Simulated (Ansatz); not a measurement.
Two members of one family (Series Nb(Se)X3), computed with Ansatz in the gas phase; def2 core potentials for Nb, no spin–orbit coupling. The two geometries come from different levels. Binding counts from free atoms in the multiplicity of their measured ground term, without zero-point energy. A dash marks a value that wasn't run or was left out as unsound. The structures are stationary points that may keep the symmetry of their start. Remarks come from the PBE and PBE0 runs and from stability tests at other levels; not every state was tested.

First: NbSeF3 (singlet, charge 0, r2SCAN-D4/def2-SVP geometry).

Cartesian coordinates in Å:
```
Nb -0.0992 0.0300 0.0257
Se 2.0188 -0.6003 -0.5197
F -0.0888 1.8463 0.3933
F -0.6262 -0.9363 1.5177
F -1.2045 -0.3397 -1.4170
```

```tsv
level	HOMO (eV)	LUMO (eV)	gap (eV)	vertical triplet (eV)	binding per atom (eV)
PBE-D4/def2-TZVP	-6.89	-3.63	3.26	3.13	4.90
PBE-D4/def2-TZVPD	-6.90	-3.65	3.25	–	4.90
revPBE-D4/def2-TZVP	-6.81	-3.54	3.27	–	4.71
r2SCAN-D4/def2-TZVP	-7.19	-3.63	3.56	3.00	4.69
PBE0-D4/def2-SVP	-8.04	-2.92	5.11	–	4.62
```

Metal–donor distances: 1 × Se 2.28 Å, 3 × F 1.85 Å.

Second: NbSeBr3 (singlet, charge 0, PBE0-D4/def2-SVP geometry).

Cartesian coordinates in Å:
```
Nb 0.000 0.001 0.000
Se -0.154 -2.100 0.792
Br -2.178 1.027 0.173
Br 0.713 -0.118 -2.304
Br 1.619 1.190 1.339
```

Question: Estimate how these quantities change from the first to the second (second minus first).

Answer: 
```json
{"level": "PBE-D4/def2-TZVP", "Δ HOMO (eV)": "0.12", "Δ LUMO (eV)": "-0.47", "Δ gap (eV)": "-0.59", "Δ vertical triplet (eV)": "-0.51", "Δ binding per atom (eV)": "-1.26"}
{"level": "PBE-D4/def2-TZVPD", "Δ HOMO (eV)": "0.11", "Δ LUMO (eV)": "-0.47", "Δ gap (eV)": "-0.58", "Δ vertical triplet (eV)": "–", "Δ binding per atom (eV)": "-1.27"}
{"level": "revPBE-D4/def2-TZVP", "Δ HOMO (eV)": "0.10", "Δ LUMO (eV)": "-0.49", "Δ gap (eV)": "-0.59", "Δ vertical triplet (eV)": "–", "Δ binding per atom (eV)": "-1.22"}
{"level": "r2SCAN-D4/def2-TZVP", "Δ HOMO (eV)": "0.12", "Δ LUMO (eV)": "-0.48", "Δ gap (eV)": "-0.60", "Δ vertical triplet (eV)": "-0.46", "Δ binding per atom (eV)": "-1.18"}
{"level": "PBE0-D4/def2-SVP", "Δ HOMO (eV)": "0.16", "Δ LUMO (eV)": "-0.53", "Δ gap (eV)": "-0.69", "Δ vertical triplet (eV)": "–", "Δ binding per atom (eV)": "-1.20"}
```

Metal–donor distances: 1 × Se 2.25 Å, 3 × Br 2.41 Å. Remarks: restricted SCF unstable in HF.
